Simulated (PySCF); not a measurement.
A structure optimised at PBE-D3(BJ)/def2-SVP, used in a PySCF frequency run:

```
Ta
F 1 1.8952
O 1 1.9021 2 110.89
H 3 0.9727 1 132.84 2 -117.92
O 1 1.9021 2 110.89 3 120.72
H 5 0.9727 1 132.84 2 117.92
S 1 2.1837 2 109.16 5 119.64
```
Charge 0, spin multiplicity 1.

**Question.** Write its SMILES, formula and point group.

**Answer.** [OH][Ta]([OH])([F])=[S], FH₂O₂STa, Cs

**Question.** What are its rotational constants (standard atomic weights)?

**Answer.** 2.8241, 1.9932, 1.9536 GHz
